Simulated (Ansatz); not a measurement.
GeIH3 (GeH₃I). The state is a singlet with charge 0. Geometry relaxed at PBE0-D4/def2-TZVP.

```xyz
5

Ge   -0.120    0.132    0.138
I     1.220   -1.337   -1.400
H     0.866    0.864    1.054
H    -1.058   -0.775    0.941
H    -0.908    1.116   -0.733
```

In the def2 sets I takes a core potential; there is no spin–orbit coupling.

Estimate the harmonic wavenumbers at RKS PBE0-D4/def2-TZVP (Ansatz, unscaled). Is this a minimum?

253, 542, 543, 814, 870, 870, 2172, 2185, 2185 cm⁻¹. Yes, no mode is imaginary beyond noise. Zero-point energy 62.4 kJ/mol. Hardware: 4 threads of Intel Xeon on a shared host. Wall time 34 s.
